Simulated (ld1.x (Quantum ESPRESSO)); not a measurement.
Which change was made? (Li, TM)

Li, norm-conserving Troullier–Martins (Kleinman–Bylander form), made with ld1.x (Quantum ESPRESSO) 7.5 (PBEsol, scalar-relativistic). Core none, reference 1s2 2s0 2p0 (charge +1). Waves: 1s (bound): rc 0.70 bohr; 2p (bound, empty): rc 4.20 bohr; 3d channel at -0.15 Ry: rc 4.30 bohr. Local part: the d channel. Core correction: none.

Cutoffs, loose and tight: the cutoffs (Ry, on a coarse ladder) from which the occupation-weighted sum of valence levels, in a spherical-Bessel basis at the reference potential, stays within 10 and 1 mRy of its value at 400 Ry. They do not see the model core or the augmentation charge, which bear on the density cutoff. Test errors are all-electron minus pseudo excitation energies from the reference, over the configurations 1s2 2s1 2p0; 1s2 2s0.5 2p0; 1s2 2s0 2p1; 1s1 2s1 2p0; variants that change the core or the reference have their own tests.

The base gives: outcome: generated; cutoff, loose: 160 Ry; cutoff, tight: over 300 Ry; bound ghosts: none; largest test error (meV): -1413.

(1) After one change the result is: outcome: generated; cutoff, loose: 160 Ry; cutoff, tight: over 300 Ry; bound ghosts: none; largest test error (meV): -583. Which change was it?
A. wave 3d channel at -0.15 Ry: rc 4.30 bohr becomes 3d channel at -0.15 Ry: rc 3.58 bohr
B. wave 3d channel at -0.15 Ry: rc 4.30 bohr becomes 3d channel at -0.15 Ry: rc 3.20 bohr
C. wave 3d channel at -0.15 Ry: rc 4.30 bohr becomes 3d channel at -0.15 Ry: rc 4.86 bohr

Results:

(1) B. The others give: wave 3d channel at -0.15 Ry: rc 4.30 bohr becomes 3d channel at -0.15 Ry: rc 3.58 bohr → outcome: generated; cutoff, loose: 160 Ry; cutoff, tight: over 300 Ry; bound ghosts: none; largest test error (meV): -866 | wave 3d channel at -0.15 Ry: rc 4.30 bohr becomes 3d channel at -0.15 Ry: rc 4.86 bohr → outcome: generated; cutoff, loose: 160 Ry; cutoff, tight: over 300 Ry; bound ghosts: none; largest test error (meV): -1899.
